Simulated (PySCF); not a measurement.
Structure problem from calculated spectra and properties.

Elements present: C, F and H. Monoisotopic mass: 166.0406 u.

| Item | Value |
| --- | --- |
| Dipole | 2.68 D [wB97X-D/def2-SVPD] |
| Rotational structure | rotational constants A, B, C: 1.560, 0.650, 0.610 GHz [PBE0-D3(BJ)/def2-SVP] |
| Couplings | largest of the computed one-bond spin–spin couplings (means over like bonds): 19F–13C -368.1, 19F–13C -362.8, 19F–13C -303.2, 19F–13C -231.8, 13C–1H +138.7 (×3), 13C–1H +138.4 (×3) Hz [B3LYP/pcJ-1, spin–dipole term left out for some pairs] |
| Triplet | lowest triplet excitation (Tamm–Dancoff): 4.57 eV [TDA wB97X-D/def2-SVPD] |
| Polarisability | 88.0 au [wB97X-D/def2-SVPD] |
| 13C NMR | chemical shifts (computed TMS as zero) by class: 157.2 (1 C), 133.2 (1 C), 94.7 (1 C), 79.4 (1 C), 76.6 (1 C), 27.8 (1 C), 3.3 (1 C) ppm [GIAO HF/pcSseg-2] |
| 1H NMR | chemical shifts (computed TMS as zero) by class: 1.93 (3 H), 1.73 (3 H) ppm [GIAO HF/pcSseg-2] |

The electronic properties come from PySCF, for the isolated species, density fitting. Levels stand in brackets. Geometry: PBE0-D3(BJ)/def2-SVP, one conformer, isolated molecule. NMR classes are plain means over equivalent atoms (diastereotopic ones count apart unless rotation or inversion swaps them), as if these changed places fast.

Question: Which formula fits the mass and the elements?

Answer: C7H6F4 (calculated 166.0406). No other formula that holds each of these elements comes within 0.0003 u with a fitting electron parity and a possible valence count.

Question: Propose a structure and show how it fits.

Answer: Numbering: `[CH3:1][C:2]#[C:3][C@:4]([CH3:5])([F:6])[C:7]([F:8])=[C:9]([F:10])[F:11]`. Its formula, C7H6F4, gives 3 degrees of unsaturation: 0 rings and 3 π bonds in the structure found. 7 carbons fall into 7 classes; from least to most shielded: =CF2 carbon [C9] (157.2 ppm), vinylic C–F carbon [C7] (133.2 ppm), alkyne carbon [C2] (94.7 ppm), alkyne carbon [C3] (79.4 ppm), sp3 C–F carbon [C4] (76.6 ppm), methyl carbon [C5] (27.8 ppm), propargylic carbon [C1] (3.3 ppm). Hydrogen classes from least to most shielded: 3 H on a propargylic carbon, C1 (1.93 ppm), 3 H on a methyl carbon, C5 (1.73 ppm). The couplings run between: -368.1 Hz, vinyl fluorine [F10] and =CF2 carbon [C9]; -362.8 Hz, vinyl fluorine [F11] and =CF2 carbon [C9]; -303.2 Hz, vinyl fluorine [F8] and vinylic C–F carbon [C7]; -231.8 Hz, alkyl fluorine [F6] and sp3 C–F carbon [C4]; +138.7 Hz, propargylic carbon [C1] and its hydrogen (with 2 like pairs); +138.4 Hz, methyl carbon [C5] and its hydrogen (with 2 like pairs). The optimised geometry has point group C1 and is an asymmetric top. Structure: `CC#C[C@](C)(F)C(F)=C(F)F`. Computed isomers that give other values at the same levels: `FC(F)(F)[C@]12[C@@H]3C[C@@]1(F)C[C@@H]32` (rotational constant A: 1.824 GHz; this holds for the one conformer computed); `C=C/C=C/C(=C\F)C(F)(F)F` (rotational constant A: 1.387 GHz; this holds for the one conformer computed); `C=CC/C(=C/F)C(F)=C(F)F` (rotational constant A: 1.292 GHz; this holds for the one conformer computed). The assignments are read from this structure; whether some other isomer fits the data as well wasn't checked. The mirror image fits equally.

Shape of the structure used: `[CH3:1][C:2]#[C:3][C@:4]([CH3:5])([F:6])[C:7]([F:8])=[C:9]([F:10])[F:11]`: C3–C4–C7–F8 -64°.
